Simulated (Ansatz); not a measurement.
The same path of CH5BNS (9 atoms, charge 1, multiplicity 1) was run twice with different band settings. Lost on the way: C1–H5. Made: C1–S4, B3–H5.

Method: Ansatz, UKS PBE-D4/cc-pVDZ.

Relaxed end points:

```xyz
9
Properties=species:S:1:pos:R:3
C -0.137 1.065 0.055
N -0.021 -0.401 0.475
B 0.257 -1.335 -0.660
S 0.555 -2.313 -1.895
H -0.964 1.147 -0.671
H -0.341 1.668 0.958
H 0.818 1.363 -0.412
H -0.895 -0.695 0.957
H 0.727 -0.499 1.193
```

```xyz
9
Properties=species:S:1:pos:R:3
C 0.398 0.962 -0.147
N -0.127 -0.222 0.646
B -0.403 -1.084 -0.634
S 0.158 0.135 -1.795
H -0.849 -2.194 -0.666
H -0.232 1.860 -0.010
H 1.456 1.175 0.087
H -0.968 -0.004 1.215
H 0.568 -0.626 1.304
```

Common settings: movable images 5; climbing image yes; spring 5.0 eV/Å²; optimiser quadratic models (default); force threshold 0.05 eV/Å; iteration limit 60; end points relaxed.

| run | start path |
| --- | --- |
| 1 | through a guess of the saddle point |
| 2 | straight line |

What does each run give, and how far can it be trusted?

Run 1: converged after 29 iterations, highest image 2.471 eV above the first end. Neighbouring images differ by up to 1.4 eV, so the band resolves the path poorly. A vibrational analysis at the climbing image gives one clearly imaginary mode, 600i cm⁻¹: a first-order saddle point.
Run 2: converged after 45 iterations, highest image 2.471 eV above the first end. The profile has 2 maxima (images 2, 5) with wells between them (image 4): this band takes more than one step, which may be the mechanism or a detour left from its start path. Neighbouring images differ by up to 1.7 eV, so the band resolves the path poorly. Another band between the same ends (5 images) ends at a top of the same energy, where a vibrational analysis finds 1 clearly imaginary mode.
